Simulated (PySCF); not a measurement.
Geometry:
```json
{"atom": "C1", "x (Å)": "-3.236", "y (Å)": "-0.082", "z (Å)": "-0.520"}
{"atom": "C2", "x (Å)": "-2.007", "y (Å)": "-0.651", "z (Å)": "0.169"}
{"atom": "C3", "x (Å)": "-0.748", "y (Å)": "0.174", "z (Å)": "-0.061"}
{"atom": "C4", "x (Å)": "0.489", "y (Å)": "-0.387", "z (Å)": "0.628"}
{"atom": "C5", "x (Å)": "1.732", "y (Å)": "0.429", "z (Å)": "0.381"}
{"atom": "C6", "x (Å)": "2.540", "y (Å)": "0.217", "z (Å)": "-0.865"}
{"atom": "C7", "x (Å)": "3.092", "y (Å)": "-0.195", "z (Å)": "0.469"}
{"atom": "H8", "x (Å)": "-3.089", "y (Å)": "-0.018", "z (Å)": "-1.610"}
{"atom": "H9", "x (Å)": "-3.461", "y (Å)": "0.936", "z (Å)": "-0.161"}
{"atom": "H10", "x (Å)": "-4.128", "y (Å)": "-0.701", "z (Å)": "-0.340"}
{"atom": "H11", "x (Å)": "-1.830", "y (Å)": "-1.684", "z (Å)": "-0.179"}
{"atom": "H12", "x (Å)": "-2.193", "y (Å)": "-0.732", "z (Å)": "1.255"}
{"atom": "H13", "x (Å)": "-0.920", "y (Å)": "1.209", "z (Å)": "0.286"}
{"atom": "H14", "x (Å)": "-0.552", "y (Å)": "0.254", "z (Å)": "-1.146"}
{"atom": "H15", "x (Å)": "0.305", "y (Å)": "-0.458", "z (Å)": "1.715"}
{"atom": "H16", "x (Å)": "0.664", "y (Å)": "-1.422", "z (Å)": "0.285"}
{"atom": "H17", "x (Å)": "1.662", "y (Å)": "1.467", "z (Å)": "0.728"}
{"atom": "H18", "x (Å)": "2.977", "y (Å)": "1.086", "z (Å)": "-1.365"}
{"atom": "H19", "x (Å)": "2.216", "y (Å)": "-0.573", "z (Å)": "-1.550"}
{"atom": "H20", "x (Å)": "3.145", "y (Å)": "-1.265", "z (Å)": "0.692"}
{"atom": "H21", "x (Å)": "3.909", "y (Å)": "0.390", "z (Å)": "0.898"}
```

Geometry: PBE0-D3(BJ)/def2-SVP; GIAO shifts from PySCF 2.14.0 with density-fitted response routines, gas phase, non-relativistic, averaged over equivalent atoms.

At mPW1PW91/pcSseg-1 (189 basis functions, 19 s wall time on 1 thread of an Arm Neoverse V2, shared host):
```tsv
atoms	δ (ppm)
C4	38.9
C3	35.3
C2	26.9
C1	16.9
C5	12.9
C6/C7	6.4
H13/H14	1.20
H11/H12	1.11
H8/H9/H10	1.01
H15/H16	0.97
H17	0.48
H18/H21	0.43
H19/H20	-0.01
```

δ = σ(ref) − σ, references computed at the same level: TMS for 13C (183.54 ppm) and 1H (31.32 ppm).

Question: Estimate the result of repeating the calculation with PBE0/def2-TZVP.

Answer: 
```csv
atoms,δ at PBE0/def2-TZVP,change
C4,39.8,+0.9
C3,36.6,+1.3
C2,27.9,+1.0
C1,16.6,-0.3
C5,13.6,+0.7
C6/C7,5.6,-0.8
H13/H14,1.33,+0.13
H11/H12,1.22,+0.11
H8/H9/H10,0.94,-0.07
H15/H16,1.10,+0.13
H17,0.58,+0.10
H18/H21,0.42,-0.01
H19/H20,0.00,+0.01
```

Scale: 13C (σ = 186.65 ppm) and 1H (σ = 31.48 ppm) vs TMS (reference shieldings calculated alike).

The largest change is at C3 (sp3 CH2). Cost: 301 basis functions, 50 s wall time on 1 thread of an x86-64 server CPU, shared host. The order of the carbon signals is the same at both levels.
